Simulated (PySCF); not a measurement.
AlAsFH₃, SMILES [F][AlH][AsH2]. Atoms are numbered in the order given.

```xyz
6

Al    -0.5349    -1.2396     0.0000
As     0.0174     1.1317     0.0000
H      1.0460     0.8310    -1.0879
H      1.0460     0.8310     1.0879
F      0.6977    -2.3388     0.0000
H     -1.9931    -1.8451     0.0000
```

Geometry: PBE0-D3(BJ)/def2-TZVP. The geometry has at least one imaginary mode, so it is a saddle point at that level.

These are PySCF with TDDFT-CAM-B3LYP/def2-SVPD values and carry that method's errors.

Vertical excitations. The molecule is in vacuum. State labels are in the subgroup Cs.

Computed UV-visible absorptions:
```tsv
state	symmetry	energy (eV)	λ (nm)	f	main pairs
S1	A"	4.70	264	0.000	HOMO→LUMO 96 %
S2	A'	6.10	203	0.186	HOMO→LUMO+1 89 %
S3	A"	6.12	203	0.000	HOMO−1→LUMO 95 %
S4	A"	6.63	187	0.013	HOMO→LUMO+4 93 %
S5	A'	6.73	184	0.093	HOMO→LUMO+2 78 %
S6	A'	7.22	172	0.038	HOMO−1→LUMO+1 72 %, HOMO→LUMO+3 12 %
S7	A'	7.39	168	0.298	HOMO→LUMO+3 59 %, HOMO−1→LUMO+1 16 %
S8	A'	7.71	161	0.004	HOMO−1→LUMO+2 81 %
S9	A"	7.93	156	0.047	HOMO−3→LUMO 86 %
S10	A"	8.22	151	0.101	HOMO−1→LUMO+4 76 %
T1	A"	4.32	287	0	HOMO→LUMO 93 %
T2	A'	5.29	235	0	HOMO→LUMO+1 65 %, HOMO→LUMO+2 23 %
T3	A"	5.53	224	0	HOMO−1→LUMO 65 %, HOMO→LUMO+4 20 %
T4	A'	5.87	211	0	HOMO→LUMO+2 62 %, HOMO→LUMO+1 22 %
```
Triplets are in the Tamm–Dancoff approximation, which puts them higher than full response would, so one can lie above its singlet here.
